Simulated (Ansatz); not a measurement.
Spin states of F2Zr (SMILES [F][Zr][F]), each relaxed at B3LYP-D3(BJ)/def2-TZVP; lowest solutions found, singlets restricted, no spin–orbit coupling, no relativity up to Kr.
Multiplicity 3 (charge 0, multiplicity 3):
| atom | x (Å) | y (Å) | z (Å) |
|---|---|---|---|
| Zr | 0.4529 | 0.0584 | -0.0790 |
| F | -0.5058 | 1.3189 | -1.1734 |
| F | 0.0198 | -1.3300 | 1.1820 |
Multiplicity 1 (charge 0, multiplicity 1):
```tsv
atom	x (Å)	y (Å)	z (Å)
Zr	0.6696	0.0781	-0.1047
F	-0.5804	1.1431	-1.0130
F	-0.1224	-1.1738	1.0473
```

Run with Ansatz (Gaussian orbitals). Each number belongs to the level named beside it. In def2 rows elements past Kr take small-core potentials, without spin–orbit coupling.

The energy of multiplicity 1 less that of multiplicity 3 (kcal/mol) and the share of exact exchange:

```csv
functional,exact exchange (%),value
PBE/def2-TZVPP,0,7.83
PBE0/def2-TZVPP,25,12.26
BLYP/def2-TZVPP,0,5.45
B3LYP/def2-TZVPP,20,8.56
BHLYP/def2-TZVPP,50,13.06
r2SCAN/def2-TZVPP,0,15.32
r2SCANh/def2-TZVPP,10,16.19
```

Take the value as linear in the share of exact exchange along PBE and PBE0. Give the slope, say whether the sign turns, and set the other functionals against that line.


Slope: (12.26 − (7.83))/2.5 = 1.77 kcal/mol for each 10 %. The line keeps its sign from 0 to 100 %. At 50 % it gives 16.7 kcal/mol. The LYP pair gives (13.06 − (5.45))/5 = 1.52 for each 10 %. BHLYP, at 50 %, lies -3.6 from the PBE line. B3LYP, at 20 %, lies -2.8 from the PBE line. r2SCAN, with none, stands 7.5 from PBE. The r2SCAN pair gives 0.87 for 10 %.

Ansatz is a program for electronic structure.
